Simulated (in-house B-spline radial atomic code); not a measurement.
Radial electron density of In4+, [Kr] 4d9. Method: non-relativistic PBE0, spin-polarised, spherical fractional occupations, exact exchange averaged over the configuration, point nucleus. Calculated with an all-electron radial atomic-structure program (B-spline basis).

Columns: r (bohr), 4πr²n(r) (electrons per bohr), bar.

```
  0.0016    2.274 #
 0.00194    3.234 ##
 0.00236    4.593 ###
 0.00286    6.422 ####
 0.00348    8.949 #####
 0.00422    12.24 #######
 0.00513    16.55 #########
 0.00624    21.97 ############
 0.00758    28.45 ################
 0.00921    35.84 ####################
  0.0112    43.72 ########################
  0.0136    51.19 ############################
  0.0165    57.24 ################################
  0.0201    60.83 ##################################
  0.0244    61.14 ##################################
  0.0296    58.63 #################################
   0.036    55.05 ###############################
  0.0437    53.47 ##############################
  0.0531    56.62 ###############################
  0.0645    64.81 ####################################
  0.0784    74.42 #########################################
  0.0953    79.11 ############################################
   0.116    74.57 #########################################
   0.141    63.77 ###################################
   0.171    55.88 ###############################
   0.208    57.35 ################################
   0.252    63.67 ###################################
   0.307    62.72 ###################################
   0.372    48.86 ###########################
   0.452    30.18 #################
    0.55    19.62 ###########
   0.668    19.67 ###########
   0.812    21.86 ############
   0.986    19.32 ###########
     1.2    12.81 #######
    1.46    6.485 ####
    1.77    2.589 #
    2.15   0.7884 
    2.61   0.1769 
    3.17  0.02642 
    3.85 0.002357
```

On this grid the curve has 4 maxima, near 0.0244, 0.0953, 0.252, 0.812 bohr.

The 4p up radial function P(r) = rR(r), positive near the nucleus:

| r (bohr) | P |
| --- | --- |
| 0.0016 | 0.001374 |
| 0.00236 | 0.002933 |
| 0.00348 | 0.006205 |
| 0.00513 | 0.01295 |
| 0.00758 | 0.02661 |
| 0.0112 | 0.05312 |
| 0.0165 | 0.101 |
| 0.0244 | 0.1811 |
| 0.036 | 0.2926 |
| 0.0531 | 0.4021 |
| 0.0784 | 0.4114 |
| 0.116 | 0.1764 |
| 0.171 | -0.3041 |
| 0.252 | -0.6514 |
| 0.372 | -0.2954 |
| 0.55 | 0.6602 |
| 0.812 | 1.198 |
| 1.2 | 0.8359 |
| 1.77 | 0.275 |
| 2.61 | 0.03738 |
| 3.85 | 0.001477 |
